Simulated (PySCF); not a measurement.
# Ionisation energy of Ba by level of theory

Ba [Xe] 6s2 (1S) → Ba+ [Xe] 6s1 (2S), as a difference of total energies. All numbers are calculated (PySCF 2.14, the spin-free X2C one-electron Hamiltonian (Gaussian nucleus), in cc-pVDZ-X2C). Correlated levels: valence: [Xe] frozen. The calculations carry no spin-orbit coupling.

```
           method  ionisation energy (eV)  error (eV)
              UHF                   4.278      -0.934
           r2SCAN                   4.953      -0.259
           M06-2X                   5.454      +0.242
    MP2 (valence)                   4.680      -0.532
SCS-MP2 (valence)                   4.761      -0.451
   CCSD (valence)                   4.912      -0.300
```

Reference: 5.212 eV (measured; NIST Atomic Spectra Database, ionization energies).

Errors of the correlated levels include the incompleteness of this basis and the frozen core.

With two correlated electrons CCSD is exact in that space.
